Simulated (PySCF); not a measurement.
# SMILES Cn1cccc1B(F)F, C5H6BF2N

Geometry (Å), atoms numbered from 1 in this order:
```xyz
15

C     1.7376   -0.6934    0.3535
N     0.3284   -0.4312    0.1809
C    -0.6365   -1.3817    0.1615
C    -1.8705   -0.7746   -0.0209
C    -1.6247    0.6062   -0.1145
C    -0.2491    0.8156    0.0120
B     0.4928    2.1460   -0.0305
F    -0.1626    3.2847   -0.2031
F     1.8139    2.2391    0.0984
H     1.8878   -1.7750    0.4581
H     2.1244   -0.1930    1.2525
H     2.3134   -0.3375   -0.5125
H    -0.3824   -2.4342    0.2794
H    -2.8301   -1.2842   -0.0778
H    -2.3597    1.3962   -0.2601
```

Level of theory: quadratic response CAM-B3LYP/aug-cc-pVDZ first hyperpolarisability, Taylor convention, gas phase (PySCF 2.14.0). Geometry: PBE0-D3(BJ)/def2-SVP.

**Question.** Give the tensor of the static β(0;0,0) in the axes of these coordinates.

**Answer.** In au, Taylor convention; rows are the first index (the induced dipole):
```tsv
	xx	yy	zz	xy	xz	yz
x	+52.2	-115.2	+39.0	-16.5	-1.8	+9.5
y	-16.5	-101.1	+24.5	-115.2	+9.5	+0.8
z	-1.8	+0.8	+5.7	+9.5	+39.0	+24.5
```
Norm of βᵢ = ⅓ Σⱼ (βᵢⱼⱼ + βⱼᵢⱼ + βⱼⱼᵢ): 96.2 au, hyper-Rayleigh value 80.4 au.
